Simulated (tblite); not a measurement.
Compound: C6H11P.
Z-matrix (Å and degrees, GFN2-xTB geometry), rows numbered from 1:
```
C 
C   1  1.3246
C   2  1.4633  1  123.93
P   3  1.8842  2  117.93  1  -132.22
C   3  1.5049  2  120.06  1   152.02
C   5  1.5099  3  119.52  4   115.48
C   6  1.5265  5  110.54  3    78.12
H   1  1.0756  2  121.96  3  -179.66
H   1  1.0778  2  121.59  3     0.25
H   2  1.0830  1  120.41  3  -179.92
H   3  1.0859  2  114.37  1     5.94
H   4  1.4021  3   93.67  5   -93.15
H   5  1.0882  3  114.21  4  -105.97
H   6  1.0929  5  109.69  3  -160.91
H   6  1.0935  5  109.64  3   -42.72
H   7  1.0878  6  110.53  5    61.09
H   7  1.0874  6  110.41  5  -178.84
H   7  1.0877  6  110.33  5   -58.61
```

Method: GFN2-xTB as coded in tblite; computed harmonic values from a numerical Hessian at the method's own geometry, unscaled. This tight-binding method is rough: wavenumbers can miss measured ones by several per cent, in bad cases by 10 to 20. Modes of hydrogen on phosphorus can be 10 to 20 % off. One conformer, not necessarily the lowest.

Harmonic wavenumbers (cm⁻¹): 65.8, 99.2, 141.2, 191.4, 235.7, 254.1, 334.8, 396.3, 427.4, 583.5, 659.4, 708.9, 737.6, 815.6, 872.4, 887.6, 913.9, 955.7, 972.5, 1008.1, 1019.5, 1049.5, 1091.1, 1119.4, 1162.4, 1184.9, 1218.6, 1252.2, 1292.5, 1318.4, 1360.7, 1412.0, 1419.2, 1484.5, 1497.6, 1504.1, 1688.2, 2232.2, 2955.2, 2970.3, 2990.5, 3008.8, 3033.9, 3036.4, 3040.2, 3048.9, 3100.9, 3134.2.

A = 2526, B = 1610, C = 1061 MHz; mass 114.060 u (most abundant isotopes); point group C1, symmetry number 1.

Q: What is the zero-point energy?

A: ½Σν̃ = 32944 cm⁻¹ = 94.19 kcal/mol.

Q: Give the ideal-gas entropy at 500 K and 1 bar in the rigid-rotor, harmonic-oscillator model (classical rotation).

A: Translation 42.70, rotation 30.24, vibration 39.92: S = 112.9 cal/(mol K).

Q: And Cp and H(500 K) − H(0)?

A: Cp = 51.33 cal/(mol K), of which vibrations give 43.38 (their classical limit is 48 R = 95.4); H(500 K) − H(0) = 14.68 kcal/mol without the zero-point energy, 10.71 from vibrations.

Q: What must be added to the electronic energy to get the Gibbs energy at 500 K and 1 bar?

A: ZPE + [H(500 K) − H(0)] − T·S = 94.19 + 14.68 − 56.43 = 52.44 kcal/mol.

Q: Which modes carry the vibrational entropy at 500 K?

A: 65.8 cm⁻¹: 5.30; 99.2 cm⁻¹: 4.49; 141.2 cm⁻¹: 3.79; 191.4 cm⁻¹: 3.20; 235.7 cm⁻¹: 2.80; 254.1 cm⁻¹: 2.65 cal/(mol K); the other 42 give 17.70 together.

Q: How do the functions run with temperature in this model?

A: 
| T (K) | S (cal/(mol K)) | Cp (cal/(mol K)) | H − H(0) (kcal/mol) | G − H(0) (kcal/mol) | ln q(vib) |
| --- | --- | --- | --- | --- | --- |
| 100 | 65.9 | 16.4 | 1.16 | -5.43 | 1.05 |
| 200 | 79.7 | 24.5 | 3.20 | -12.74 | 3.02 |
| 300 | 91.3 | 33.7 | 6.10 | -21.30 | 5.07 |
| 800 | 141.1 | 68.7 | 32.91 | -79.98 | 15.72 |
| 1000 | 157.3 | 76.3 | 47.45 | -109.85 | 19.80 |

q(vib) and H(0) count from the zero-point level.

Hindered rotation and anharmonicity are outside this model. Other conformers, if any are populated, would add a mixing term that is left out. The structure is chiral; the term R ln 2 for an equal mix with its mirror image is left out.
